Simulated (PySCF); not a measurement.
## Calculated data, CH5BFO, CH5OSi, CH6OSi

Calculation on a computer-drawn molecule: the log of a Hartree-Fock and frozen-core CCSD(T) single point meant for a local Hartree-Fock minimum, with one planted fault or none, to be diagnosed. Offsets are logged minus clean, where the clean run is the same molecule without the fault. The reference is restricted for singlets and unrestricted otherwise, and also for a bond in bohr or an excited solution. Adding or removing an electron swaps singlet and doublet. The excited solution moves the top pair (singlet) or top alpha electron (doublet) to the lowest empty orbital. Highest occupied and lowest empty are orbital energies over both spins, largest force is the largest gradient component, triples share is (T) over the correlation energy, the T1 limit is 0.02 restricted and 0.045 unrestricted, electrons count all cores, a negative frequency is imaginary (commonest isotopes), and the dipole is about the centre of nuclear charge. Program: PySCF 2.14.0.

Common to all runs: logged SCF converged yes; possible faults no fault, one electron removed, one electron added, multiplicity raised by two, geometry at a saddle point, SCF held on an excited solution, minimal basis STO-3G, one bond length entered in bohr, all coordinates scaled.

(1) 
```xyz
9
formula=CH5BFO meant_charge=-1 meant_multiplicity=1 meant_basis=aug-cc-pVDZ logged_electrons=34 logged_basis_functions=137 logged_spin_squared=0 logged_highest_occupied=0.49729 logged_lowest_empty=-3.5177 logged_largest_force=0.11498 logged_CC_converged=no logged_dipole_magnitude=6.8296 logged_SCF_stable_within_its_kind=no logged_energy_HF=-239.37303 planted_fault=SCF_held_on_an_excited_solution HF_energy_offset_from_clean_run=309.3
C     -1.1172    -0.4027    -1.4149
O     -1.2962     0.5064    -2.4244
B     -0.4254     1.7016    -2.3647
F     -0.7642     2.5233    -3.4999
H     -0.0942    -0.8113    -1.3914
H     -1.3116     0.0279    -0.4196
H     -1.8060    -1.2463    -1.5493
H      0.7840     1.3674    -2.4333
H     -0.6329     2.3433    -1.3043
```

Units: logged_highest_occupied, logged_lowest_empty in eV; logged_largest_force in hartree/bohr; logged_dipole_magnitude in debye; logged_energy_HF in hartree; HF_energy_offset_from_clean_run in kcal/mol.

Drawn bonds:
```tsv
atom	other atom	order
1	2	1
2	3	1
3	4	1
1	5	1
1	6	1
1	7	1
3	8	1
3	9	1
```

Notes: CCSD not converged; highest electron not bound in this basis.

(2) 
```xyz
9
formula=CH5BFO meant_charge=-1 meant_multiplicity=1 meant_basis=aug-cc-pVDZ logged_electrons=34 logged_basis_functions=137 logged_spin_squared=0 logged_highest_occupied=-3.0425 logged_lowest_empty=3.588 logged_largest_force=0.058026 logged_T1_diagnostic=0.018384 logged_D1_diagnostic=0.071041 logged_triples_share=0.030231 logged_CC_converged=yes logged_dipole_magnitude=7.428 logged_SCF_stable_within_its_kind=yes logged_energy_HF=-239.78269 logged_energy_CCSD(T)=-240.51888 planted_fault=one_bond_length_entered_in_bohr,row_8_of_the_drawn_bonds HF_energy_offset_from_clean_run=52.2 CCSD(T)_energy_offset_from_clean_run=48.86
C     -1.1172    -0.4027    -1.4149
O     -1.2962     0.5064    -2.4244
B     -0.4254     1.7016    -2.3647
F     -0.7642     2.5233    -3.4999
H     -0.0942    -0.8113    -1.3914
H     -1.3116     0.0279    -0.4196
H     -1.8060    -1.2463    -1.5493
H      0.7840     1.3674    -2.4333
H     -0.8174     2.9142    -0.3608
```

Units: logged_highest_occupied, logged_lowest_empty in eV; logged_largest_force in hartree/bohr; logged_dipole_magnitude in debye; logged_energy_HF, logged_energy_CCSD(T) in hartree; HF_energy_offset_from_clean_run, CCSD(T)_energy_offset_from_clean_run in kcal/mol.

Drawn bonds:
```tsv
atom	other atom	order
1	2	1
2	3	1
3	4	1
1	5	1
1	6	1
1	7	1
3	8	1
3	9	1
```

(3) 
```xyz
8
formula=CH5OSi meant_charge=0 meant_multiplicity=2 meant_basis=cc-pV(D+d)Z logged_electrons=33 logged_basis_functions=76 logged_spin_squared=0.7528 logged_highest_occupied=-9.0897 logged_lowest_empty=1.7058 logged_largest_force=3.216e-05 logged_lowest_frequency=75.804 logged_T1_diagnostic=0.012653 logged_D1_diagnostic=0.040059 logged_triples_share=0.023506 logged_CC_converged=yes logged_dipole_magnitude=1.0855 logged_SCF_stable_within_its_kind=yes logged_energy_HF=-404.56108 logged_energy_CCSD(T)=-405.02208 planted_fault=no_fault HF_energy_offset_from_clean_run=0 CCSD(T)_energy_offset_from_clean_run=0
C      0.9154    -0.7115     0.4696
O      0.8778    -1.4064    -0.7500
Si    -0.3587    -1.4618    -1.8345
H      1.8776    -0.9035     0.9418
H      0.1220    -1.0483     1.1426
H      0.8107     0.3660     0.3146
H     -1.5838    -2.0282    -1.2113
H     -0.6651    -0.1050    -2.3591
```

Units: logged_highest_occupied, logged_lowest_empty in eV; logged_largest_force in hartree/bohr; logged_lowest_frequency in cm⁻¹; logged_dipole_magnitude in debye; logged_energy_HF, logged_energy_CCSD(T) in hartree; HF_energy_offset_from_clean_run, CCSD(T)_energy_offset_from_clean_run in kcal/mol.

Drawn bonds:
```tsv
atom	other atom	order
1	2	1
2	3	1
1	4	1
1	5	1
1	6	1
3	7	1
3	8	1
```

(4) 
```xyz
9
formula=CH6OSi meant_charge=0 meant_multiplicity=1 meant_basis=cc-pV(D+d)Z logged_electrons=34 logged_basis_functions=81 logged_spin_squared=0.9702 logged_highest_occupied=-8.8291 logged_lowest_empty=1.8298 logged_largest_force=0.013228 logged_T1_diagnostic=0.022014 logged_D1_diagnostic=0.11773 logged_triples_share=0.021769 logged_CC_converged=yes logged_dipole_magnitude=2.1689 logged_SCF_stable_within_its_kind=yes logged_energy_HF=-405.05944 logged_energy_CCSD(T)=-405.51327 planted_fault=one_bond_length_entered_in_bohr,row_2_of_the_drawn_bonds HF_energy_offset_from_clean_run=79.15 CCSD(T)_energy_offset_from_clean_run=100.3
C     -0.3049    -2.0499     1.9350
O     -0.0867    -1.4515     0.6867
Si    -2.2554    -0.3415    -1.2419
H     -0.9164    -2.9524     1.8439
H     -0.7988    -1.3614     2.6270
H      0.6609    -2.3276     2.3540
H     -1.5524     0.1886    -2.4236
H     -3.1970    -1.4122    -1.6478
H     -3.0385     0.7353    -0.5899
```

Units: logged_highest_occupied, logged_lowest_empty in eV; logged_largest_force in hartree/bohr; logged_dipole_magnitude in debye; logged_energy_HF, logged_energy_CCSD(T) in hartree; HF_energy_offset_from_clean_run, CCSD(T)_energy_offset_from_clean_run in kcal/mol.

Drawn bonds:
```tsv
atom	other atom	order
1	2	1
2	3	1
1	4	1
1	5	1
1	6	1
3	7	1
3	8	1
3	9	1
```

(5) 
```xyz
9
formula=CH6OSi meant_charge=0 meant_multiplicity=1 meant_basis=cc-pV(D+d)Z logged_electrons=34 logged_basis_functions=81 logged_spin_squared=0 logged_highest_occupied=-11.783 logged_lowest_empty=4.0097 logged_largest_force=0.019767 logged_T1_diagnostic=0.011284 logged_D1_diagnostic=0.029742 logged_triples_share=0.023413 logged_CC_converged=yes logged_dipole_magnitude=1.2776 logged_SCF_stable_within_its_kind=yes logged_energy_HF=-405.17945 logged_energy_CCSD(T)=-405.67174
C     -0.3135    -2.1073     1.9892
O     -0.0892    -1.4922     0.7059
Si    -1.2689    -0.8883    -0.3432
H     -0.9421    -3.0351     1.8955
H     -0.8211    -1.3995     2.7006
H      0.6794    -2.3928     2.4199
H     -0.5462    -0.3433    -1.5580
H     -2.2368    -1.9890    -0.7605
H     -2.0739     0.2186     0.3270
```

Units: logged_highest_occupied, logged_lowest_empty in eV; logged_largest_force in hartree/bohr; logged_dipole_magnitude in debye; logged_energy_HF, logged_energy_CCSD(T) in hartree.

Drawn bonds:
```tsv
atom	other atom	order
1	2	1
2	3	1
1	4	1
1	5	1
1	6	1
3	7	1
3	8	1
3	9	1
```

To be estimated
1. Give the missing planted fault for CH6OSi (entry 5).

Calculated values
1. all coordinates scaled, by +2.8 %

Further results for CH6OSi (entry 5):

- HF energy offset from clean run: 3.841 kcal/mol
- CCSD(T) energy offset from clean run: 0.8169 kcal/mol
